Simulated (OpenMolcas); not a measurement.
Ru2+ among 6 point charges of -1.5 e arranged as a tetragonal octahedron (D4h), 1.97 Å from the ion, with the axial distance 2.206 Å. The active orbitals were held to one l.
```
   1.9700    0.0000    0.0000  -1.50
   0.0000    1.9700    0.0000  -1.50
  -1.9700    0.0000    0.0000  -1.50
   0.0000   -1.9700    0.0000  -1.50
   0.0000    0.0000    2.2064  -1.50
   0.0000    0.0000   -2.2064  -1.50
```

* Program: OpenMolcas
* Method: CASSCF
* Basis: ANO-RCC-VDZP [6s5p3d1f]
* Scalar Hamiltonian: DKH2, point nucleus
* Active space: 6 electrons in 5 orbitals (4d)
* State averaging: 2S+1 = 5 even, 5 roots; 2S+1 = 3 even, 45 roots; 2S+1 = 1 even, 50 roots
* Spin-orbit coupling: state interaction with AMFI integrals over the reference wave functions

Task: What is the spin-free ground state (labels of D4, the rotations of D4h)?

Result: 5E, 2-fold in its orbital part, 100 % from free-ion D terms; it has the highest spin that d6 allows.

Task: Where is the first state of the same spin?

Result: 5B2 at 3060 cm-1 above the ground state.

Task: What are the lowest two levels with spin-orbit coupling?

Result: A 2-fold level E with g = 0.00, 0.00, 9.91, then a 1-fold level B2 86.0 cm-1 above it. Their leading multiplicities are 5 (99 %) and 5 (99 %).

Task: What is χT at 300 K, and how does it compare with the textbook value?

Result: The lowest level has 2S+1 = 5, for which the spin-only value is χT = S(S+1) / 2 = 3.000 cm3 K/mol (g = 2). The computed 4.032 at 300 K differs by +1.032, through orbital momentum, spin-orbit coupling and any other state in reach.

An orbital doublet at a regular site is open to a Jahn-Teller distortion, which this geometry leaves out. Without dynamic correlation the repulsion within the d shell is too large (B by tens of per cent), so at a given field states of lower spin stand too high. Point charges give a weaker field than real ligands, and real ions of this kind are as a rule low spin; the high spin found here belongs to the model. This is an electrostatic model: the charges have no orbitals. No measured value stands beside these numbers.

With an even number of electrons the g values are those of a degenerate or nearly degenerate non-Kramers pair.
